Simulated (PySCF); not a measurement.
SMILES C#Cc1ccc(C(F)(F)F)s1 (GFN2-xTB optimised geometry):

```
14

C     -1.967    -2.792    -0.005
C     -1.221    -1.849     0.000
C     -0.370    -0.738     0.000
C      1.001    -0.738     0.000
C      1.546     0.555     0.000
C      0.582     1.524     0.002
C      0.797     2.994    -0.009
F      2.093     3.309     0.128
F      0.141     3.629     0.980
F      0.385     3.575    -1.154
S     -1.017     0.874     0.000
H     -2.599    -3.629    -0.009
H      1.587    -1.639     0.000
H      2.599     0.770     0.001
```

Calculation: PBE/def2-TZVP (PySCF 2.14.0).

Problem. What are the frontier orbital energies and the dipole moment?

Solution. HOMO-2 -7.34 eV, HOMO-1 -6.96 eV, HOMO -6.12 eV, LUMO -2.66 eV, LUMO+1 -1.22 eV; dipole moment 2.55 D.

Meta-Löwdin charges at PBE/def2-TZVP: C1 -0.19, C2 -0.03, C3 -0.11, C4 -0.13, C5 -0.13, C6 -0.19, C7 0.74, F8 -0.25, F9 -0.26, F10 -0.26, S11 0.34, H12 0.18, H13 0.15, H14 0.15.
